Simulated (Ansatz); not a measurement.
`[F][Al]([SH])[SH]` + HCl → `[F][Al]([SH])[Cl]` + H₂S at 400 K and 1 bar (ligand exchange at the Al–S bond).

Gas-phase electronic energies from Ansatz, PBE0-D4/def2-TZVP geometries. CCSD(T)/CBS adds triple-zeta CCSD(T) − MP2 to the extrapolated MP2 energy (def2 sets, frozen cores). This one scheme is used for every species. One conformer a species, not always the lowest.

```
            species  CCSD(T)/CBS energy (Eh)  H − E (kJ/mol)  S (J/(mol·K))
`[F][Al]([SH])[SH]`              -1138.73400            86.5          362.6
                HCl               -460.38127            29.6          195.4
`[F][Al]([SH])[Cl]`              -1200.16071            62.5          351.3
                H₂S               -398.97279            53.4          215.9
```

H − E and S are ideal-gas, rigid-rotor, harmonic terms from PBE0-D4/def2-TZVP, for one conformer and one mirror image of each species. 1 Eh = 2625.50 kJ/mol, R = 8.31446 J/(mol·K).

Problem. By hand: ΔE, ΔH, ΔS and ΔG.

Solution. ΔE = (-1200.16071) + (-398.97279) − (-1138.73400) − (-460.38127) = -0.01823 Eh = -47.9 kJ/mol. Δ(H − E) = 62.5 + 53.4 − 86.5 − 29.6 = -0.2, so ΔH = -48.1 kJ/mol. ΔS = 351.3 + 215.9 − 362.6 − 195.4 = 9.2 J/(mol·K). ΔG = -48.1 − 400 × (9.2)/1000 = -51.8 kJ/mol.

Problem. By hand: the equilibrium constant, and the temperature at which ΔG would vanish if ΔH and ΔS stayed fixed.

Solution. log₁₀ K = −ΔG/(RT ln 10) = 6.8. ΔH and −TΔS have one sign here, so there is no such temperature.

The number of gas molecules stays the same, so ΔS is small and ΔH decides. A doubt of 5 kJ/mol in ΔE shifts log₁₀ K by 0.7 here. Other conformers and mirror images would add mixing entropy, several J/(mol·K) or more a flexible species. These are equilibria of isolated gas molecules and say nothing of rates. Largest T1 diagnostic: 0.012 (customary marks: 0.02 for closed shells, 0.045 for open ones).

ΔS is within the doubt of such terms, so its sign, and with it that verdict, could turn.
